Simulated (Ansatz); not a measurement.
A calculation with Ansatz (development build ahead of 0.2.0).

```yaml
crystal:
  periodic: [false, false, false]
  atoms:
    - { symbol: Al, position_ang: [-0.04869, -0.0071, -0.00887] }
    - { symbol: Cl, position_ang: [1.21035, 1.25258, 1.21654] }
    - { symbol: Cl, position_ang: [1.20182, -1.26632, -1.24807] }
    - { symbol: Cl, position_ang: [-1.23033, 1.27104, -1.20778] }
    - { symbol: Cl, position_ang: [-1.24377, -1.26835, 1.20288] }
basis:
  gaussian: { orbitals: cc-pVDZ }
total_charge: -1
hamiltonian:
  xc: hf
```

The input is written out in the form of the current development build from the run's settings.

The run gave:

```yaml
Converged: yes
Total_energy: -2080.32001 hartree
Spin_squared_of_the_determinant: 0.000
```

Caution: no diffuse functions for an anion.
